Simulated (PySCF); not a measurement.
Radial density of Be (beryllium, neutral)

UHF, [He] 2p2, high-spin 3P determinant (an excited configuration). Calculation: PySCF 2.14, in x2c-TZVPPall with one added diffuse shell of s type (6s3p1d, 20 functions); the spin-free X2C one-electron Hamiltonian (Gaussian nucleus).

```json
{"r (bohr)": "0.00661", "4πr²ρ (e/bohr)": "0.01799", "4πr²(ρα − ρβ)": "-0.0001"}
{"r (bohr)": "0.0111", "4πr²ρ (e/bohr)": "0.04913", "4πr²(ρα − ρβ)": "-0.0002"}
{"r (bohr)": "0.0187", "4πr²ρ (e/bohr)": "0.1299", "4πr²(ρα − ρβ)": "-0.0005"}
{"r (bohr)": "0.0314", "4πr²ρ (e/bohr)": "0.3317", "4πr²(ρα − ρβ)": "-0.0013"}
{"r (bohr)": "0.0529", "4πr²ρ (e/bohr)": "0.7902", "4πr²(ρα − ρβ)": "-0.0029"}
{"r (bohr)": "0.0889", "4πr²ρ (e/bohr)": "1.685", "4πr²(ρα − ρβ)": "-0.0059"}
{"r (bohr)": "0.150", "4πr²ρ (e/bohr)": "2.975", "4πr²(ρα − ρβ)": "-0.0086"}
{"r (bohr)": "0.252", "4πr²ρ (e/bohr)": "3.877", "4πr²(ρα − ρβ)": "-0.0032"}
{"r (bohr)": "0.423", "4πr²ρ (e/bohr)": "3.115", "4πr²(ρα − ρβ)": "0.0323"}
{"r (bohr)": "0.712", "4πr²ρ (e/bohr)": "1.233", "4πr²(ρα − ρβ)": "0.1341"}
{"r (bohr)": "1.20", "4πr²ρ (e/bohr)": "0.4737", "4πr²(ρα − ρβ)": "0.3670"}
{"r (bohr)": "2.01", "4πr²ρ (e/bohr)": "0.6177", "4πr²(ρα − ρβ)": "0.6167"}
{"r (bohr)": "3.39", "4πr²ρ (e/bohr)": "0.4639", "4πr²(ρα − ρβ)": "0.4639"}
{"r (bohr)": "5.70", "4πr²ρ (e/bohr)": "0.08800", "4πr²(ρα − ρβ)": "0.0880"}
{"r (bohr)": "9.58", "4πr²ρ (e/bohr)": "0.0004787", "4πr²(ρα − ρβ)": "0.0005"}
```

Densities and radii are taken from the X2C orbitals without a picture-change correction, which distorts them close to the nucleus.

Task: Where is the radial spin density 4πr²(ρα − ρβ) most negative, and why is it negative at all?

Result: Around r = 0.150 bohr, down to -0.0086 e/bohr: exchange with the open shell polarises the paired shells in an unrestricted calculation.
